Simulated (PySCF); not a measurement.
# Spectroscopy problems

[PySCF 2.14.0 with density-fitted response routines: coordinates at the GFN2-xTB level; shielding tensors at PBE0/pcSseg-1 (GIAO); gas phase; non-relativistic; equivalent nuclei averaged; a single conformation]

Referencing at the same level of theory: TMS for 1H (31.72 ppm) and 13C (186.93 ppm). Where no couplings were computed, multiplicities follow the n + 1 count of equivalent neighbours, and m marks all less simple cases (inequivalent or close neighbours, rings, F or P nearby). Shifts are as computed. Against solution values, carbons near 30 ppm lie about +3 ppm off and those near 130 ppm about +5 ppm. Of 1211 compounds with measured shifts, 218 miss one by over three times the rms of a fit or turn the order of signals round; such compounds aren't used in these exercises. OH and NH positions are gas-phase values without hydrogen bonding to other molecules.

Q: C₆H₁₀OSi. 1H NMR (500 MHz, computed): δ 6.45 (m, 1H), 5.45 (m, 1H), 5.37 (m, 1H), 4.99 (s, 2H), 4.43 (d, 2H), 2.09 (s, 3H). 13C{1H} NMR (computed): δ 148.4, 120.8, 113.2, 84.5, 70.1, 5.9. Identify the compound.

A: SMILES C(#C[SiH2]OCC=C)C. The formula gives 3 degrees of unsaturation (no ring in the answer). 6 carbon signals for 6 carbons: no two carbons are equivalent. Carbon types of the structure: 2 × C, 1 × CH, 2 × CH2, 1 × CH3, leaving 2 H on heteroatoms. δC 148.4: alkene CH; as expected for a trigonal carbon in a double bond. δC 120.8: terminal =CH2 carbon; the olefinic region. δC 113.2, 84.5: alkyne carbon. δC 70.1: allylic sp3 CH2 bonded to O; deshielded by the electronegative neighbour.

This is the structure that produced the data.

Q: C₆H₁₀OSi. 1H NMR (600 MHz, computed): δ 7.09 (m, 2H), 5.81 (d, 2H), 3.77 (s, 3H), 0.28 (s, 3H). 13C{1H} NMR (computed): δ 155.3, 134.3, 53.3, -4.2. Identify the compound.

A: SMILES CO[Si]1(C)C=CC=C1. The formula gives 3 degrees of unsaturation (1 ring in the answer). 4 carbon signals for 6 carbons: some carbons are equivalent by symmetry or fast rotation. Carbon types of the structure: 4 × CH, 2 × CH3, which accounts for all hydrogens. δC 155.3, 134.3: alkene CH; the olefinic region. δC 53.3: methyl carbon bonded to O; pulled downfield by the heteroatom. δH 7.09, 5.81: hydrogen on an alkene CH; olefinic region. δH 0.28: hydrogen on a methyl carbon bonded to Si; an electropositive neighbour shields it, as in TMS itself.

The shifts were computed for this structure.

Q: C₆H₁₁ClOSi₂. 1H NMR (400 MHz, computed): δ 5.29 (m, 1H), 2.06 (s, 1H), 2.05 (m, 1H), 1.54 (m, 1H), 1.17 (m, 1H), 1.12 (br s, 1H), 1.01 (m, 1H), 0.92 (m, 1H), 0.68 (m, 1H), 0.57 (m, 1H), 0.33 (m, 1H). 13C{1H} NMR (computed): δ 102.5 (CH), 91.2 (C), 24.1 (CH2), 21.0 (CH2), 18.8 (CH2), 10.1 (CH2). Identify the compound.

A: SMILES C#C[Si@@]1(Cl)CCC[Si@@H](O)C1. Rings plus π bonds: 3 (1 ring in the answer). 6 carbon signals for 6 carbons: no two carbons are equivalent. Carbon types of the structure: 1 × C, 1 × CH, 4 × CH2, leaving 2 H on heteroatoms. δC 102.5: terminal alkyne carbon; the triple bond shields along its axis, which puts it between sp3 and sp2 carbons. δC 91.2: alkyne carbon; the triple bond shields along its axis, which puts it between sp3 and sp2 carbons. δH 2.06: hydrogen on a terminal alkyne carbon; it lies on the axis of the triple bond, in its shielding cone. δH 1.12: hydrogen on an oxygen bonded to Si; exchangeable; this is the value without hydrogen bonding to other molecules.

The data come from this structure; uniqueness wasn't tested.
